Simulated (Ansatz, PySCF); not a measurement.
This Ansatz (a program for electronic structure) input computes a CCSD(T)/cc-pVDZ energy:

Ansatz 0.2 input:
```yaml
crystal:
  periodic: [false, false, false]
  atoms:
    - {symbol: C, position_ang: [-0.63163360, 0.23047242, 0.02745480]}
    - {symbol: N, position_ang: [0.56164908, -0.20493625, -0.02441283]}
    - {symbol: H, position_ang: [-1.46106849, -0.46734349, -0.01134229]}
    - {symbol: H, position_ang: [-0.81208885, 1.29678017, 0.11014810]}
    - {symbol: H, position_ang: [1.36386217, 0.42161568, 0.00949276]}
    - {symbol: H, position_ang: [0.76755320, -1.19933311, -0.10213757]}
basis:
  gaussian:
    orbitals: cc-pVDZ
total_charge: 1
magnetization: {spin_polarized: false}
correlation: {method: ccsd_t, electrons: outside_noble_gas}
```

Q: Write an input for the same energy in PySCF and say what it gives.

A: 
```python
from pyscf import gto, scf, mp, cc as ccmod

mol = gto.M(
    atom='''
    C    -0.63163360    0.23047242    0.02745480
    N     0.56164908   -0.20493625   -0.02441283
    H    -1.46106849   -0.46734349   -0.01134229
    H    -0.81208885    1.29678017    0.11014810
    H     1.36386217    0.42161568    0.00949276
    H     0.76755320   -1.19933311   -0.10213757
    ''',
    basis='cc-pvdz',
    charge=1,
    spin=0,
    verbose=4,
)

mf = scf.RHF(mol)
mf.conv_tol = 1e-10
mf.max_cycle = 100
mf.kernel()
mp2 = mp.MP2(mf, frozen=2).run()
cc = ccmod.CCSD(mf, frozen=2)
cc.max_cycle = 100
cc.kernel()
et = cc.ccsd_t()
print(f'E(CCSD(T)) = {cc.e_tot + et:.9f}')
```
It gives -94.72350 Eh, and Ansatz -94.72350 Eh, a difference of 0.00 mEh.

It need not be the lowest isomer of its formula.
